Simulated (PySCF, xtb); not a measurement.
SeHCl, SMILES Cl[SeH].

GFN2-xTB (xtb 6.7.1) at its own geometry gives an orbital gap of 2.96 eV and a dipole moment of 0.99 D.

Geometry optimised at B3LYP-D3(BJ)/def2-TZVP.

Question: What does ωB97X/def2-TZVPD (PySCF) give? (An estimate is asked for; the answer gives what the named calculation found.)

Answer: gap 9.04 eV (levels -9.46 and -0.43 eV), dipole 1.54 D.
